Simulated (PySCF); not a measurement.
Species: C6H4N2O (charge +1 and doublet state).
Geometry (GFN2-xTB, Å), atoms numbered from 1 in this order:
```
atom  x, y, z in Å
N1    -3.4659   -0.1675   -0.2842
C2    -2.3599   -0.4480   -0.1980
C3    -0.9830   -0.7327   -0.1165
C4    -0.0342    0.1981    0.0582
C5    -0.4081    1.6525    0.0974
O6     0.3357    2.5674    0.0548
C7     1.4320   -0.0456    0.2225
C8     1.8262   -1.3733   -0.1815
N9     2.1744   -2.4053   -0.5103
H10   -0.7438   -1.7864   -0.2384
H11   -1.5144    1.7689    0.1685
H12    1.7317    0.0852    1.2729
H13    2.0049    0.6870   -0.3629
```

The hyperfine couplings belong to this conformer and change with its torsions.

Identity: `N#C[CH+][C](C=O)CC#N` [radical] (charge +1).

The calculation used UKS B3LYP, pcH-1 on C H N O, non-relativistic, mean-field spin-orbit, GIAO (PySCF 2.14.0). Geometry: GFN2-xTB, one conformer, isolated ion. Couplings are sensitive to structure, and on GFN2-xTB geometries they can be far from those on DFT ones, by a factor of two or more for some ions and for spin on atoms past the first row. The frame is twisted about the C4–C5 bond at this geometry (dihedral C3–C4–C5–H11 = 11°); couplings at other torsion angles weren't computed. Stability of the SCF solution: not tested.

(1) The isotropic 1H couplings, averaged over equivalent nuclei, are +292.1, +28.4, +25.2 MHz. Assign them to H10; H11; H12/H13.

Answers

(1) 
| site | a_iso (MHz) | ρ(0) (bohr⁻³) | position | distance from O6 (Å) | bound to | spin population there | largest \|T\| (MHz) |
| --- | --- | --- | --- | --- | --- | --- | --- |
| H10 | +25.2 | +0.0056 | 4 bonds from O6 | 4.50 | C3 | +0.05 | 5.7 |
| H11 | +292.1 | +0.0653 | 2 bonds from O6 | 2.02 | C5 | -0.07 | 12.7 |
| H12/H13 | +28.4 | +0.0064 | 4 bonds from O6 | 2.82 | C7 | +0.01 | 5.3 |

ρ(0) is the spin density at the nucleus and T the dipolar tensor; entries for several nuclei are means. The Mulliken spin populations are largest on O6 (+0.51), C4 (+0.18), H11 (+0.11) and N1 (+0.11). The positive populations add up to 1.08 and the negative ones to -0.08, together 2S = 1.

Means are taken over nuclei equivalent by connectivity, which assumes that they swap fast. The 1H value of +28.4 MHz is a mean of couplings from 19.0 to 37.8 MHz in this one geometry, not an average over conformers.

The SMILES `N#C[CH+][C](C=O)CC#N` draws the unpaired electron on C4, whose computed spin population is only +0.18.

On an Arm Neoverse V2 with one thread, shared host with 96 logical CPUs at a one-minute load of 45, this took 73 s (with the writing of density and orbital grids) and 0.96 GiB of memory at its peak.
